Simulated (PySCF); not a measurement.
C₄H₅O₂ (SMILES CC(=O)C=[C]O), doublet (typed; the unrestricted solution is spin-contaminated), at a GFN2-xTB geometry; CCSD(T)/STO-3G run with PySCF.

The PySCF input:
```python
from pyscf import gto, scf, cc

mol = gto.M(
    atom='''
C     1.36182315    0.52551447    0.45916404
C     0.70063296   -0.10666471   -0.73272174
O     1.27393566   -0.36182335   -1.76372116
C    -0.74481166   -0.41494366   -0.57886742
C    -1.50054092   -0.19828021    0.47260859
O    -1.29395766    0.32130308    1.67269156
H     0.86364187    1.46151697    0.70098248
H     2.41114571    0.70874474    0.24322265
H     1.26937993   -0.13152612    1.32085618
H    -1.18166247   -0.86775905   -1.45663885
H    -2.10495020    0.31943035    2.19871356
''',
    basis='sto-3g',
    spin=1,
    verbose=4,
)

mf = scf.UHF(mol)
mf.kernel()

mycc = cc.CCSD(mf)
mycc.kernel()
et = mycc.ccsd_t()
print('E(CCSD(T)) = %.10f' % (mycc.e_tot + et))
```

Task: Predict the main parts of the log of this PySCF run.

Result: 
```
PySCF version 2.14.0

[INPUT] verbose = 4
[INPUT] num. atoms = 11
[INPUT] num. electrons = 45
[INPUT] charge = 0
[INPUT] spin (= nelec alpha-beta = 2S) = 1
[INPUT] symmetry False subgroup None
[INPUT] Mole.unit = angstrom
[INPUT] Symbol           X                Y                Z      unit          X                Y                Z       unit  Magmom
[...]
nuclear repulsion = 214.55059226088
number of shells = 23
number of NR pGTOs = 105
number of NR cGTOs = 35
basis = sto-3g
ecp = {}

******** <class 'pyscf.scf.uhf.UHF'> ********
method = UHF
initial guess = minao
damping factor = 0
level_shift factor = 0
DIIS = <class 'pyscf.scf.diis.CDIIS'>
diis_start_cycle = 1
diis_space = 8
diis_damp = 0
SCF conv_tol = 1e-09
SCF conv_tol_grad = None
SCF max_cycles = 50
direct_scf = True
direct_scf_tol = 1e-13
number electrons alpha = 23  beta = 22
Set gradient conv threshold to 3.16228e-05
init E= -301.487541096918

cycle= 1 E= -299.869813206999  delta_E= 1.62  |g|= 0.496  |ddm|= 3.15
cycle= 2 E= -299.992259995616  delta_E= -0.122  |g|= 0.375  |ddm|= 1.06
cycle= 3 E= -300.072588976839  delta_E= -0.0803  |g|= 0.0604  |ddm|= 0.471
cycle= 4 E= -300.080852382505  delta_E= -0.00826  |g|= 0.0313  |ddm|= 0.184
cycle= 5 E= -300.083180058284  delta_E= -0.00233  |g|= 0.0205  |ddm|= 0.0926
cycle= 6 E= -300.084666160399  delta_E= -0.00149  |g|= 0.0177  |ddm|= 0.0707
cycle= 7 E= -300.085711697044  delta_E= -0.00105  |g|= 0.0178  |ddm|= 0.0489
cycle= 8 E= -300.085274062624  delta_E= 0.000438  |g|= 0.0177  |ddm|= 0.0202
cycle= 9 E= -300.083292774599  delta_E= 0.00198  |g|= 0.0162  |ddm|= 0.0985
cycle= 10 E= -300.081521319303  delta_E= 0.00177  |g|= 0.0134  |ddm|= 0.138
cycle= 11 E= -300.082523538423  delta_E= -0.001  |g|= 0.0116  |ddm|= 0.118
cycle= 12 E= -300.083556795661  delta_E= -0.00103  |g|= 0.00844  |ddm|= 0.165
cycle= 13 E= -300.082945994666  delta_E= 0.000611  |g|= 0.00988  |ddm|= 0.207
cycle= 14 E= -300.078343418338  delta_E= 0.0046  |g|= 0.0263  |ddm|= 0.341
cycle= 15 E= -300.079138004003  delta_E= -0.000795  |g|= 0.0238  |ddm|= 0.0835
cycle= 16 E= -300.080371686561  delta_E= -0.00123  |g|= 0.0184  |ddm|= 0.0598
cycle= 17 E= -300.082372674317  delta_E= -0.002  |g|= 0.0108  |ddm|= 0.155
cycle= 18 E= -300.081867676195  delta_E= 0.000505  |g|= 0.0113  |ddm|= 0.0711
cycle= 19 E= -300.082429680606  delta_E= -0.000562  |g|= 0.0132  |ddm|= 0.149
cycle= 20 E= -300.081148127715  delta_E= 0.00128  |g|= 0.0133  |ddm|= 0.198
[...]
SCF not converged.
SCF energy = -300.079003020002 after 50 cycles  <S^2> = 1.155557  2S+1 = 2.3711238

******** <class 'pyscf.cc.uccsd.UCCSD'> ********
CC2 = 0
CCSD nocc = (np.int64(23), np.int64(22)), nmo = (35, 35)
max_cycle = 50
direct = 0
conv_tol = 1e-07
conv_tol_normt = 1e-06
diis_space = 6
diis_start_cycle = 0
diis_start_energy_diff = 1e+09
Init t2, MP2 energy = -0.266099112816346
Init E_corr(UCCSD) = -0.26626165934137
cycle = 1  E_corr(UCCSD) = -0.31105248903767  dE = -0.0447908297  norm(t1,t2) = 0.136873
cycle = 2  E_corr(UCCSD) = -0.333935653446138  dE = -0.0228831644  norm(t1,t2) = 0.0821177
cycle = 3  E_corr(UCCSD) = -0.359991011303775  dE = -0.0260553579  norm(t1,t2) = 0.0626922
cycle = 4  E_corr(UCCSD) = -0.370256786707088  dE = -0.0102657754  norm(t1,t2) = 0.031116
cycle = 5  E_corr(UCCSD) = -0.369462801699632  dE = 0.000793985007  norm(t1,t2) = 0.015954
cycle = 6  E_corr(UCCSD) = -0.370665957481677  dE = -0.00120315578  norm(t1,t2) = 0.0046916
cycle = 7  E_corr(UCCSD) = -0.371026034335657  dE = -0.000360076854  norm(t1,t2) = 0.00237888
cycle = 8  E_corr(UCCSD) = -0.370889105345815  dE = 0.00013692899  norm(t1,t2) = 0.00105166
cycle = 9  E_corr(UCCSD) = -0.370889960426621  dE = -8.55080807e-07  norm(t1,t2) = 0.000593792
cycle = 10  E_corr(UCCSD) = -0.370890435130935  dE = -4.74704313e-07  norm(t1,t2) = 0.000335794
cycle = 11  E_corr(UCCSD) = -0.370907646832552  dE = -1.72117016e-05  norm(t1,t2) = 0.000189928
cycle = 12  E_corr(UCCSD) = -0.370921270923082  dE = -1.36240905e-05  norm(t1,t2) = 0.000110446
cycle = 13  E_corr(UCCSD) = -0.370919626225282  dE = 1.6446978e-06  norm(t1,t2) = 6.40467e-05
cycle = 14  E_corr(UCCSD) = -0.37091439808487  dE = 5.22814041e-06  norm(t1,t2) = 3.85461e-05
cycle = 15  E_corr(UCCSD) = -0.370909720795714  dE = 4.67728916e-06  norm(t1,t2) = 2.3175e-05
cycle = 16  E_corr(UCCSD) = -0.37090737834825  dE = 2.34244746e-06  norm(t1,t2) = 1.19243e-05
cycle = 17  E_corr(UCCSD) = -0.370907029572859  dE = 3.48775391e-07  norm(t1,t2) = 5.23816e-06
cycle = 18  E_corr(UCCSD) = -0.370907115059845  dE = -8.5486986e-08  norm(t1,t2) = 2.44126e-06
cycle = 19  E_corr(UCCSD) = -0.370907125592712  dE = -1.05328672e-08  norm(t1,t2) = 1.455e-06
cycle = 20  E_corr(UCCSD) = -0.370907155506006  dE = -2.99132941e-08  norm(t1,t2) = 8.03149e-07
UCCSD converged
E(UCCSD) = -300.4499101755083  E_corr = -0.370907155506006
UCCSD(T) correction = -0.00897843722398705
E(CCSD(T)) = -300.4588886127
```

The run did not converge; its last values are not results.
